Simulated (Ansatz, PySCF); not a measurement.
In(Cl)(Me)2 (C2H6ClIn), SMILES [CH3][In]([CH3])[Cl].

Coordinates come from a B3LYP-D3(BJ)/def2-SVP optimisation. The structure was generated by enumeration; whether it is a known compound was not checked. The def2 effective core potentials stand for the cores of In; spin–orbit coupling is left out.

Vertical ionisation energy (IE) and electron affinity (EA) in eV. Rows of orbital energies are one-electron estimates. Where ΔSCF, EOM or ADC give a negative EA the extra electron is unbound and the value depends on the basis.

```csv
level,IE,EA
"−ε(HOMO), −ε(LUMO), M06-2X/def2-TZVP (PySCF)",8.70,0.87
"−ε(HOMO), −ε(LUMO), PBE/def2-TZVP (PySCF)",(withheld),(withheld)
"ΔSCF, CAM-B3LYP/def2-SVPD (Ansatz), final states of multiplicity 2 and 2",9.74,-0.19
"ΔSCF, PBE/def2-SVPD (Ansatz), final states of multiplicity 2 and 2",9.18,-0.14
```

Question: Some entries are withheld; supply them. (Estimate from the structure and the level; the computed values follow.)

Answer: 
- −ε(HOMO), −ε(LUMO), PBE/def2-TZVP (PySCF), IE: 6.34
- −ε(HOMO), −ε(LUMO), PBE/def2-TZVP (PySCF), EA: 1.98

Question: What vertical singlet–triplet gap does ΔSCF give with CAM-B3LYP/def2-SVPD (Ansatz, a program for electronic structure) and with PBE/def2-SVPD (Ansatz)? (The exact figures need the calculation; the answer reports its results.)

Answer: 5.00 and 4.44 eV (triplet above singlet where positive).
